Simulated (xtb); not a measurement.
2-bromobuta-1,3-diene (C4H5Br), SMILES BrC(=C)C=C. All values are semi-empirical tight-binding results from xtb (GFN2-xTB unless named), good for trends rather than for accurate numbers. Geometry optimised at GFN2-xTB. One conformer was computed; it need not be the lowest.

The point group as xtb finds it comes out as Cs and the orbital gap is 3.41 eV. The zero-point energy is 46.0 kcal/mol, the G − E(el) at 298.15 K (modified RRHO) is 26.9 kcal/mol and the static polarisability (D4 model) is 69.1 bohr³. The solvation energy, GFN2-xTB/ALPB(water) is -1.8 kcal/mol and the solvation energy, GFN2-xTB/ALPB(thf) is -5.6 kcal/mol.
